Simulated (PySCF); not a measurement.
**Computed properties of CrH4O5, SMILES [O]=[Cr]([OH])([OH])([OH])[OH], multiplicity 1**

Cr(O)(OH)4 (CrH₄O₅), SMILES [O]=[Cr]([OH])([OH])([OH])[OH], multiplicity 1. The structure is a stationary point at B3LYP-D3(BJ)/def2-SVP. The spin state was assumed, not searched. One conformer was computed; it need not be the lowest. All values are computed for the isolated molecule unless a solvent is named; none is compared with measurement here.

**Structure.** The optimised structure has Cs symmetry. All 24 harmonic modes at B3LYP-D3(BJ)/def2-SVP (PySCF) are real, so it is a minimum. With heavy atoms numbered as in [Cr:1](=[O:2])([OH:3])([OH:5])([OH:7])[OH:9], the shortest bond between them is Cr1–O2 at 1.551 Å and the longest Cr1–O3 at 1.867 Å.

**Vibrations.** The strongest infrared lines (harmonic, unscaled, degenerate partners summed) lie at 761 cm⁻¹ (210 km/mol, O 63 %, Cr 32 %), 585 cm⁻¹ (192 km/mol, H 90 %, O 10 %), 628 cm⁻¹ (184 km/mol, H 90 %, O 9 %). The softest mode is at 69 cm⁻¹ and the zero-point energy is 38.0 kcal/mol.

**Electronic structure.** CAM-B3LYP/def2-TZVP (PySCF) places the frontier levels at -10.22 and -3.37 eV, a gap of 6.85 eV, and gives a dipole moment of 1.56 D and a mean polarisability of 59.6 bohr³. PBE/def2-TZVP (PySCF) at the same geometry gives -7.21 and -5.02 eV, so its gap is 4.66 eV narrower. An orbital gap is neither the optical nor the fundamental gap.

**Excitations.** TDDFT-PBE0/def2-SVPD (PySCF) has S1 at 2.63 eV (471 nm, f = 0.000, dark); the most intense of the 10 singlets computed lies at 3.54 eV (f = 0.02). T1 (TDA) is at 2.13 eV. TDDFT-PBE/def2-SVPD (PySCF) puts S1 at 2.31 eV.

**NMR.** GIAO shifts at PBE0/pcSseg-1 (PySCF) (non-relativistic, atoms alike by connectivity averaged): ¹H at 15.9 ppm against TMS.
